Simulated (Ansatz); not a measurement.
`F[SiH2]CC[SiH3]` + H₂O → `O[SiH2]F` + `CC[SiH3]` at 400 K and 1 bar (formal hydrolysis of the Si–C bond).

Calculated with Ansatz (gas phase, PBE0-D4/def2-TZVP geometries, no zero-point term in ΔE). CCSD(T)/CBS adds triple-zeta CCSD(T) − MP2 to the extrapolated MP2 energy (def2 sets, frozen cores). This one scheme is used for every species. Each species was taken in one conformer, which may not be the lowest.

```csv
species,CCSD(T)/CBS energy (Eh),H − E (kJ/mol),S (J/(mol·K))
`F[SiH2]CC[SiH3]`,-759.53495,301.8,418.0
H₂O,-76.37941,69.8,198.6
`O[SiH2]F`,-465.96250,110.6,296.9
`CC[SiH3]`,-369.99568,262.4,326.3
```

H − E and S are ideal-gas, rigid-rotor, harmonic terms from PBE0-D4/def2-TZVP, for one conformer and one mirror image of each species. 1 Eh = 2625.50 kJ/mol, R = 8.31446 J/(mol·K).

**Question.** By hand: ΔE, ΔH, ΔS and ΔG.

**Answer.** ΔE = (-465.96250) + (-369.99568) − (-759.53495) − (-76.37941) = -0.04382 Eh = -115.0 kJ/mol. Δ(H − E) = 110.6 + 262.4 − 301.8 − 69.8 = 1.4, so ΔH = -113.6 kJ/mol. ΔS = 296.9 + 326.3 − 418.0 − 198.6 = 6.6 J/(mol·K). ΔG = -113.6 − 400 × (6.6)/1000 = -116.2 kJ/mol.

**Question.** By hand: the equilibrium constant, and the temperature at which ΔG would vanish if ΔH and ΔS stayed fixed.

**Answer.** log₁₀ K = −ΔG/(RT ln 10) = 15.2. ΔH and −TΔS have one sign here, so there is no such temperature.

The number of gas molecules stays the same, so ΔS is small and ΔH decides. A doubt of 5 kJ/mol in ΔE shifts log₁₀ K by 0.7 here. Other conformers and mirror images would add mixing entropy, several J/(mol·K) or more a flexible species. Modes under 60 cm⁻¹, often nearly free rotors, make the harmonic entropy too high. These are equilibria of isolated gas molecules and say nothing of rates. Largest T1 diagnostic: 0.011 (customary marks: 0.02 for closed shells, 0.045 for open ones).

ΔS is within the doubt of such terms, so its sign, and with it that verdict, could turn.
